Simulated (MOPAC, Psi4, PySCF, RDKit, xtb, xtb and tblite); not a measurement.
Two geometries of C₉H₈O₂S, SMILES O(C)c1sc(cc1)-c1ccco1, relaxed at GFN2-xTB with one dihedral held; other torsions can differ between them too.

Structure A

```
20

C     -3.8949    -0.4755    -0.6283
O     -3.4406     0.5490     0.2240
C     -2.1117     0.6684     0.3776
C     -1.4892     1.6024     1.1533
C     -0.0871     1.4803     1.1279
C      0.3617     0.4473     0.3552
C      1.7150     0.0759     0.0529
C      2.2478    -1.1159    -0.3717
C      3.6286    -0.8853    -0.5589
C      3.8360     0.4232    -0.2481
O      2.6864     1.0169     0.1153
S     -0.9670    -0.3849    -0.4077
H     -4.9811    -0.4125    -0.6268
H     -3.5786    -1.4585    -0.2643
H     -3.5155    -0.3374    -1.6461
H     -2.0260     2.3422     1.7163
H      0.5784     2.1243     1.6734
H      1.7142    -2.0326    -0.5183
H      4.3624    -1.5955    -0.8805
H      4.7199     1.0294    -0.2459
```

Structure B

```
20

C      3.9327    -0.4761    -0.6302
O      3.4632     0.5200     0.2472
C      2.1308     0.6476     0.3656
C      1.4949     1.5512     1.1630
C      0.0900     1.4512     1.0789
C     -0.3449     0.4850     0.2276
C     -1.7110     0.1145    -0.1069
C     -2.5468     0.5752    -1.0853
C     -3.7596    -0.1382    -0.9376
C     -3.5708    -0.9799     0.1136
O     -2.3384    -0.8382     0.6224
S      1.0026    -0.3491    -0.5079
H      5.0189    -0.4287    -0.5899
H      3.5921    -1.4686    -0.3171
H      3.5901    -0.2920    -1.6539
H      2.0185     2.2551     1.7814
H     -0.5817     2.0810     1.6343
H     -2.3209     1.3283    -1.8121
H     -4.6434    -0.0355    -1.5331
H     -4.2128    -1.7011     0.5795
```

Which is lower in energy at the level PBE0-D3(BJ)/def2-SVP // GFN2-xTB (Psi4 1.11), and by how much?

A is lower, by 13.72 kJ/mol (dihedral S12–C6–C7–O11: 150° in A, 90° in B).

E(B) − E(A) in kJ/mol at the other levels, on the same two geometries: GFN2-xTB (xtb and tblite) 18.28; MMFF94 // GFN2-xTB (RDKit) 19.11; PBE0/def2-SVP // GFN2-xTB (Psi4) 13.32; PBE/def2-SVP // GFN2-xTB (Psi4) 14.93; PBE-D3(BJ)/def2-SVP // GFN2-xTB (Psi4) 15.47; UFF // GFN2-xTB (RDKit) 28.36; AM1, restricted, heats of formation // GFN2-xTB (MOPAC) 7.68; PM7, restricted, heats of formation // GFN2-xTB (MOPAC) 4.43; GFN1-xTB // GFN2-xTB (xtb) 19.12; restricted B3LYP/6-31G*, spherical d, density fitting // GFN2-xTB (PySCF) 12.32; restricted BP86/6-31G*, spherical d, density fitting // GFN2-xTB (PySCF) 13.13; restricted Hartree-Fock/3-21G, density fitting // GFN2-xTB (PySCF) 13.45; restricted B3LYP/3-21G, density fitting // GFN2-xTB (PySCF) 16.09.
